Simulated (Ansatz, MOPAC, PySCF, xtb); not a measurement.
Donor–acceptor adduct: BH3 (SMILES B) (first 4 atoms) with C2H6S (SMILES CSC); geometry from B3LYP-D3(BJ)/def2-TZVP, rigid monomers moved along the line of their centres of mass till B1···S6 is 2.24 Å.
(charge 0, multiplicity 1):
```xyz
13

B     -0.32926     0.60267     0.75955
H      0.00166    -0.22086    -0.05593
H     -1.49506     0.90385     0.70558
H      0.43343     1.52903     0.89040
C      1.62373    -0.74598     2.91770
S     -0.14925    -0.48025     2.71281
C     -0.42546     0.79395     3.96029
H      1.82697    -1.16067     3.90342
H      1.92507    -1.45449     2.14917
H      2.14955     0.19593     2.77044
H     -0.23699     0.39025     4.95347
H     -1.46737     1.09496     3.87510
H      0.21788     1.64755     3.75333
```

Monomers are frozen at their geometry in the pair; levels with a basis set take the counterpoise correction.

Rows in 6-31G* carry no dispersion term and start afresh at each structure (6-31G* with six Cartesian d functions). The state that PM3 reach isn't checked.

The values were computed with Ansatz (a quantum-chemistry and plane-wave program); MOPAC for PM3 (differences of heats of formation); PySCF for 6-31G* rows, the dispersion terms; xtb for the GFN methods. 

One of these levels gives -37.04 kcal/mol for the interaction energy. Which one is it?
A. PBE-D3(BJ)/def2-TZVPPD
B. GFN2-xTB
C. PM3
D. B3LYP/6-31G*

A, PBE-D3(BJ)/def2-TZVPPD. The others give -44.30 (PM3), -20.02 (GFN2-xTB), -27.75 (B3LYP/6-31G*)
